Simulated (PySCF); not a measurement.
# BF to BF₃: adding ligands

Level: PBE0 in the def2-TZVP basis family, all electrons, no relativity, computed in PySCF with density fitting; open shells unrestricted.

Each entry is the lowest minimum that a search over a few typed start shapes (and spin states, where more than one is plausible) found, or that minimum re-optimised at the stated level; isomers with ligand–ligand bonds, or fragments after loss of a ligand pair, can lie lower.

| molecule | 2S+1 | point group | mean bond to B (Å) | distinct angles (°) | highest ω (cm⁻¹) | polar-tensor charge of B | gap (eV) |
| --- | --- | --- | --- | --- | --- | --- | --- |
| BF | 1 | C∞v | 1.263 |  | 1416 | 0.24 | 6.99 |
| BF₂ | 2 | C2v | 1.306 | 121 | 1438 | 0.95 | – |
| BF₃ | 1 | D3h | 1.311 | 120 | 1478 | 1.67 | 12.68 |

The bond lengthens at every step; the largest change, 0.043 Å, falls between BF and BF₂ among the members listed.

The shape changes along the series: C∞v for BF; C2v for BF₂; D3h for BF₃.

Left out of the table are members whose search was unfinished or whose lowest solution was spin-contaminated, unstable, very soft or bonded differently.
